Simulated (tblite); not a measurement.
C5H8O2, charge +1, doublet, geometry from GFN2-xTB (a state made from the parent by changing its charge; the spin is typed, not shown lowest); GFN1-xTB run with tblite 0.6.0.

The tblite input:
```
$ tblite run mol.xyz --method gfn1 --charge 1 --spin 1 --efield 0,0,0.1 --json tblite.json --no-restart

# file mol.xyz
15

C      2.60263946    -0.12871509     0.10231934
C      1.12438535    -0.41689259     0.23520069
O      0.72569297    -1.52472590     0.51452611
C      0.26971872     0.70828685    -0.05556608
C     -1.09787445     0.53360203    -0.21830131
C     -1.72617370    -0.79720715    -0.19539079
O     -1.91609328     1.54068039    -0.31575024
H      2.82010427     0.42035845    -0.81068512
H      2.88057023     0.48928791     0.95867353
H      3.15884412    -1.06296176     0.12574651
H      0.72626747     1.67934407    -0.17682735
H     -2.76827607    -0.73172001     0.11221915
H     -1.66634298    -1.27748671    -1.17545797
H     -1.15141565    -1.46450507     0.47531935
H     -1.51272102     2.42560309    -0.30876618
```

What the program printed (banner, timings and long lists left out):

```
xTB calculator
 | screened Coulomb repulsion
 | Coulomb electrostatics
 |  * isotropic Klopman-Ohno-Mataga-Nishimoto electrostatics
 |  * onsite third-order electrostatics
 | DFT-D3(BJ) dispersion correction
 | Interactions (1)
 | [1] electric field

halogen bonding energy    0.0000000000000E+00 Eh
repulsion energy          2.7780076913834E-01 Eh
dispersion energy        -5.4060763286502E-03 Eh
interaction energy        0.0000000000000E+00 Eh
number of electrons       3.9000000000000E+01 e
integral cutoff           1.9731147476801E+01 bohr

------------------------------------------------------------
  cycle        total energy    energy error   density error
------------------------------------------------------------
      1     -23.40264765129  -2.3675042E+01   4.0364073E-01
      2     -23.66418343868  -2.6153579E-01   2.4127862E-01
      3     -23.64280351338   2.1379925E-02   1.3667535E-01
      4     -23.69840727144  -5.5603758E-02   5.9204379E-02
      5     -23.72549336540  -2.7086094E-02   1.7929688E-02
      6     -23.72943054071  -3.9371753E-03   5.0071857E-03
      7     -23.72946650400  -3.5963294E-05   2.7946337E-03
      8     -23.72951278172  -4.6277716E-05   8.1855042E-04
      9     -23.72951158397   1.1977457E-06   5.5637276E-04
     10     -23.72951407202  -2.4880446E-06   1.8663035E-04
     11     -23.72951445194  -3.7991814E-07   3.2615525E-05
     12     -23.72951446012  -8.1822087E-09   1.5383779E-05
------------------------------------------------------------

electronic energy        -2.4001909152929E+01 Eh
total energy             -2.3729514460119E+01 Eh

Post processing:
 | Mayer-Wiberg bond orders

[Info] JSON dump of results written to 'tblite.json'
```
